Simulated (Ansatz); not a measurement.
Species: sum formula BNH$_{2}$F$_{2}$ (charge 0, singlet). 
Geometry from a B3LYP-D3(BJ)/def2-TZVP (Ansatz, a program for electronic structure) optimisation:
```
B
F 1 1.3346
F 1 1.3346 2 117.54
N 1 1.3941 2 121.23 3 180.00
H 4 1.0045 1 122.46 2 -180.00
H 4 1.0045 5 115.08 1 -180.00
```
Charge 0, spin multiplicity 1.

Basis-set convergence of Hartree-Fock and CCSD correlation energies (hartree) with Ansatz. Correlated levels leave the core frozen unless marked. Spin-orbit coupling is left out. Non-relativistic.

```json
[
 {"basis": "cc-pVDZ", "functions": "-", "E(HF)": "-279.36774", "E(corr, CCSD)": "-0.63825"},
 {"basis": "cc-pVTZ", "functions": "148", "E(HF)": "-279.47071", "E(corr, CCSD)": "-0.81698"},
 {"basis": "cc-pVQZ", "functions": "280", "E(HF)": "-279.49329", "E(corr, CCSD)": "-0.87974"}
]
```

Extrapolating the two largest sets (X = 3 and 4) as X^-3: E(corr) = (64·(-0.87974) - 27·(-0.81698))/37 = -0.9255 Eh, an estimate of the basis-set limit. The largest set recovers 95.1 % of it, the smallest 69.0 %.
